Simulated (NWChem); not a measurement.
System: C$_{4}$H$_{7}$N; SMILES CC(C)C#N

Program: NWChem. The geometry was optimised at B3LYP/6-31G* (spherical d).

Question: Among these, which level gives the highest value of “dipole (D)”?
(A) PBE/def2-TZVP
(B) Hartree-Fock/def2-TZVP
(C) PBE0/def2-TZVP
(D) B3LYP/def2-TZVP

Answer: B, Hartree-Fock/def2-TZVP. Values: PBE/def2-TZVP 4.08; B3LYP/def2-TZVP 4.15; PBE0/def2-TZVP 4.18; Hartree-Fock/def2-TZVP 4.41
